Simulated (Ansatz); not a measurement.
`OC[SiH2]F` + `[NH2][AlH2]` → `F[SiH2][NH][AlH2]` + CH₃OH at 298.15 K and 1 bar (ligand exchange at the Si–C bond).

Isolated molecules relaxed with PBE0-D4/def2-TZVP in Ansatz; ΔE leaves out vibrations. CCSD(T)/CBS is the MP2 limit (def2-TZVPP, def2-QZVPP) plus CCSD(T) − MP2 in def2-TZVPP, frozen cores. This one scheme is used for every species. One conformer a species, not always the lowest.

```
            species  CCSD(T)/CBS energy (Eh)  H − E (kJ/mol)  S (J/(mol·K))
        `OC[SiH2]F`               -505.15298           180.1          314.4
      `[NH2][AlH2]`               -299.14566           115.0          251.7
`F[SiH2][NH][AlH2]`               -688.71689           151.7          334.1
              CH₃OH               -115.61712           146.3          238.2
```

H − E and S are ideal-gas, rigid-rotor, harmonic terms from PBE0-D4/def2-TZVP, for one conformer and one mirror image of each species. 1 Eh = 2625.50 kJ/mol, R = 8.31446 J/(mol·K).

Problem. By hand: ΔE, ΔH, ΔS and ΔG.

Solution. ΔE = (-688.71689) + (-115.61712) − (-505.15298) − (-299.14566) = -0.03537 Eh = -92.9 kJ/mol. Δ(H − E) = 151.7 + 146.3 − 180.1 − 115.0 = 2.9, so ΔH = -90.0 kJ/mol. ΔS = 334.1 + 238.2 − 314.4 − 251.7 = 6.2 J/(mol·K). ΔG = -90.0 − 298.15 × (6.2)/1000 = -91.8 kJ/mol.

Problem. By hand: the equilibrium constant, and the temperature at which ΔG would vanish if ΔH and ΔS stayed fixed.

Solution. log₁₀ K = −ΔG/(RT ln 10) = 16.1. ΔH and −TΔS have one sign here, so there is no such temperature.

The number of gas molecules stays the same, so ΔS is small and ΔH decides. A doubt of 5 kJ/mol in ΔE shifts log₁₀ K by 0.9 here. Other conformers and mirror images would add mixing entropy, several J/(mol·K) or more a flexible species. These are equilibria of isolated gas molecules and say nothing of rates. Largest T1 diagnostic: 0.012 (customary marks: 0.02 for closed shells, 0.045 for open ones).

ΔS is within the doubt of such terms, so its sign, and with it that verdict, could turn.
